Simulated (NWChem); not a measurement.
System: dimethyl carbonate (C3H6O3); SMILES COC(OC)=O

Input file for NWChem:

```
start job
memory heap 200 mb stack 900 mb global 1100 mb
geometry units angstroms noautosym nocenter noautoz
  C     -2.315856    -0.001665    -0.019089
  O     -1.077779    -0.000858    -0.704061
  C      0.000000     0.000000     0.072178
  O      0.000000     0.000000     1.274533
  O      1.077779     0.000858    -0.704061
  C      2.315856     0.001665    -0.019089
  H     -2.417816     0.892261     0.614164
  H     -3.092661    -0.005370    -0.792603
  H     -2.414098    -0.892663     0.618844
  H      3.092661     0.005370    -0.792603
  H      2.417816    -0.892261     0.614164
  H      2.414098     0.892663     0.618844
end
basis spherical
  * library def2-svp
end
dft
  xc pbe0
  iterations 150
end
cosmo
  dielec 78.4
end
task dft energy
```

Output (shortened):

```
             Northwest Computational Chemistry Package (NWChem) 7.3.0
             --------------------------------------------------------

                             Geometry "geometry" -> ""
                             -------------------------

 Output coordinates in angstroms (scale by  1.889725989 to convert to a.u.)

  No.       Tag          Charge          X              Y              Z
 ---- ---------------- ---------- -------------- -------------- --------------
    1 C                    6.0000    -2.31585600    -0.00166500    -0.01908900
    2 O                    8.0000    -1.07777900    -0.00085800    -0.70406100
    3 C                    6.0000     0.00000000     0.00000000     0.07217800
    4 O                    8.0000     0.00000000     0.00000000     1.27453300
    5 O                    8.0000     1.07777900     0.00085800    -0.70406100
    6 C                    6.0000     2.31585600     0.00166500    -0.01908900
    7 H                    1.0000    -2.41781600     0.89226100     0.61416400
    8 H                    1.0000    -3.09266100    -0.00537000    -0.79260300
    9 H                    1.0000    -2.41409800    -0.89266300     0.61884400
   10 H                    1.0000     3.09266100     0.00537000    -0.79260300
   11 H                    1.0000     2.41781600    -0.89226100     0.61416400
   12 H                    1.0000     2.41409800     0.89266300     0.61884400

 Effective nuclear repulsion energy (a.u.)     253.4105192478

                                 NWChem DFT Module
                                 -----------------

 Summary of "ao basis" -> "ao basis" (spherical)
 ------------------------------------------------------------------------------
       Tag                 Description            Shells   Functions and Types
 ---------------- ------------------------------  ------  ---------------------
 C                          def2-svp                 6       14   3s2p1d
 O                          def2-svp                 6       14   3s2p1d
 H                          def2-svp                 3        5   2s1p

 in cosmo_initialize ...

 solvent parameters
 solvname_short: unkn
 solvname_long:  unknown
 dielec:       78.4000

          ---------------
          -cosmo- solvent
          ---------------
 Cosmo: York-Karplus, doi: 10.1021/jp992097l
 dielectric constant -eps-     =  78.40
 screen = (eps-1)/(eps    )    =   0.98724
 surface charge correction     = lagrangian

   van der Waals surface
 --------------------------

 ---------- ATOMIC COORDINATES (A.U.) ------------ VDWR(ANG.) --
     1   -4.37633327   -0.00314639   -0.03607298     2.000
     2   -2.03670699   -0.00162138   -1.33048237     1.720
     3    0.00000000    0.00000000    0.13639664     2.000
     4    0.00000000    0.00000000    2.40851813     1.720
     5    2.03670699    0.00162138   -1.33048237     1.720
     6    4.37633327    0.00314639   -0.03607298     2.000
     7   -4.56900973    1.68612880    1.16060167     1.300
     8   -5.84428187   -0.01014783   -1.49780249     1.300
     9   -4.56198373   -1.68688847    1.16944559     1.300
    10    5.84428187    0.01014783   -1.49780249     1.300
    11    4.56900973   -1.68612880    1.16060167     1.300
    12    4.56198373    1.68688847    1.16944559     1.300
 number of segments per atom =         32
 number of   points per atom =         32
 atom (   nspa,  nppa )
 ----------------------
    1 (     22,     0 )       0
    2 (     14,     0 )       0
    3 (     12,     0 )       0
    4 (     20,     0 )       0
    5 (     14,     0 )       0
    6 (     22,     0 )       0
    7 (     15,     0 )       0
    8 (     12,     0 )       0
    9 (     15,     0 )       0
   10 (     12,     0 )       0
   11 (     15,     0 )       0
   12 (     15,     0 )       0
 number of -cosmo- surface points =      188
 molecular surface =    122.015 angstrom**2
 molecular volume  =    106.428 angstrom**3
 G(cav/disp)       =      1.470 kcal/mol
 -lineq- algorithm             =   0
 -bem- low  level              =   2
 -bem- from -octahedral-
 gaussian surface charge width =   4.50000
 degree of switching           =   1.00000
 switching function tolerance  =   0.00010
 atomic radii =
 --------------
    1  6.000  2.000
    2  8.000  1.720
    3  6.000  2.000
    4  8.000  1.720
    5  8.000  1.720
    6  6.000  2.000
    7  1.000  1.300
    8  1.000  1.300
    9  1.000  1.300
   10  1.000  1.300
   11  1.000  1.300
   12  1.000  1.300
 ...... end of -cosmo- initialization ......

[...]

                                   COSMO solvation results
                                   -----------------------

                 gas phase energy =      -342.977459249672
                 sol phase energy =      -342.987285778537
 (electrostatic) solvation energy =         0.009826528865 (    6.17 kcal/mol)

                       DFT Final Molecular Orbital Analysis
                       ------------------------------------

 Vector   22  Occ=2.000000D+00  E=-3.342574D-01
              MO Center= -5.9D-08, -2.5D-09,  3.8D-01, r^2= 2.8D+00
   Bfn.  Coefficient  Atom+Function         Bfn.  Coefficient  Atom+Function
  ----- ------------  ---------------      ----- ------------  ---------------
    47      0.429721   4 O  py               50      0.327927   4 O  py
    19     -0.296232   2 O  py               61     -0.296232   5 O  py
    22     -0.232355   2 O  py               64     -0.232355   5 O  py
     5      0.107477   1 C  py               75      0.107477   6 C  py
    85      0.107181   7 H  s                95     -0.106877   9 H  s

 Vector   23  Occ=2.000000D+00  E=-3.237775D-01
              MO Center=  5.7D-08,  2.1D-09, -3.1D-01, r^2= 3.9D+00
   Bfn.  Coefficient  Atom+Function         Bfn.  Coefficient  Atom+Function
  ----- ------------  ---------------      ----- ------------  ---------------
    19      0.396163   2 O  py               61     -0.396163   5 O  py
    22      0.302756   2 O  py               64     -0.302756   5 O  py
     5     -0.178510   1 C  py               75      0.178510   6 C  py
    85     -0.166792   7 H  s                95      0.166283   9 H  s
   105     -0.166792  11 H  s               110      0.166283  12 H  s

 Vector   24  Occ=2.000000D+00  E=-3.187873D-01
              MO Center=  1.7D-08,  2.1D-09,  7.5D-01, r^2= 1.7D+00
   Bfn.  Coefficient  Atom+Function         Bfn.  Coefficient  Atom+Function
  ----- ------------  ---------------      ----- ------------  ---------------
    46      0.565187   4 O  px               49      0.404837   4 O  px
    20      0.234856   2 O  pz               62     -0.234856   5 O  pz
    23      0.185949   2 O  pz               65     -0.185949   5 O  pz
    35      0.081995   3 C  px               18      0.067766   2 O  px
    60      0.067766   5 O  px               41     -0.054267   3 C  d  1

 Vector   25  Occ=0.000000D+00  E= 3.951824D-02
              MO Center=  7.8D-10, -8.5D-10,  2.5D-01, r^2= 2.0D+00
   Bfn.  Coefficient  Atom+Function         Bfn.  Coefficient  Atom+Function
  ----- ------------  ---------------      ----- ------------  ---------------
    33      0.605179   3 C  py               36      0.559232   3 C  py
    50     -0.411715   4 O  py               47     -0.371119   4 O  py
    19     -0.235459   2 O  py               61     -0.235459   5 O  py
    22     -0.233192   2 O  py               64     -0.233192   5 O  py
    86      0.202664   7 H  s               106     -0.202664  11 H  s

 Vector   26  Occ=0.000000D+00  E= 8.438561D-02
              MO Center= -1.0D-07, -1.3D-08,  3.2D-01, r^2= 9.0D+00
   Bfn.  Coefficient  Atom+Function         Bfn.  Coefficient  Atom+Function
  ----- ------------  ---------------      ----- ------------  ---------------
     3      1.439006   1 C  s                73      1.439006   6 C  s
    31     -0.948634   3 C  s                86     -0.814013   7 H  s
    96     -0.813443   9 H  s               106     -0.814013  11 H  s
   111     -0.813443  12 H  s                91     -0.538821   8 H  s
   101     -0.538821  10 H  s                17      0.409075   2 O  s

 Vector   27  Occ=0.000000D+00  E= 1.024428D-01
              MO Center=  2.1D-07,  3.8D-08,  2.3D-01, r^2= 1.2D+01
   Bfn.  Coefficient  Atom+Function         Bfn.  Coefficient  Atom+Function
  ----- ------------  ---------------      ----- ------------  ---------------
     3      1.794754   1 C  s                73     -1.794754   6 C  s
    86     -0.892284   7 H  s                96     -0.891160   9 H  s
   106      0.892284  11 H  s               111      0.891160  12 H  s
    91     -0.840748   8 H  s               101      0.840747  10 H  s
     7     -0.289672   1 C  px               77     -0.289672   6 C  px

     Multipole analysis of the density
     ---------------------------------

     L   x y z        total         alpha         beta         nuclear
     -   - - -        -----         -----         ----         -------
     0   0 0 0     -0.000000    -24.000000    -24.000000     48.000000

     1   1 0 0     -0.000000     -0.000000     -0.000000      0.000000
     1   0 1 0     -0.000000     -0.000000     -0.000000      0.000000
     1   0 0 1     -0.176843     -0.103632     -0.103632      0.030421

     2   2 0 0    -16.559760   -232.222216   -232.222216    447.884672
     2   1 1 0      0.006527     -0.156698     -0.156698      0.319924
     2   1 0 1      0.000000      0.000000      0.000000      0.000000
     2   0 2 0    -25.079384    -18.228498    -18.228498     11.377613
     2   0 1 1      0.000000      0.000000      0.000000      0.000000
     2   0 0 2    -30.548510    -57.661191    -57.661191     84.773873
```

Level: PBE0/def2-SVP, COSMO on the gas-phase geometry. Structure relaxed at the PBE0/def2-SVP level. COSMO prints the solvation energy as gas minus solution, so a positive value is a stabilisation.
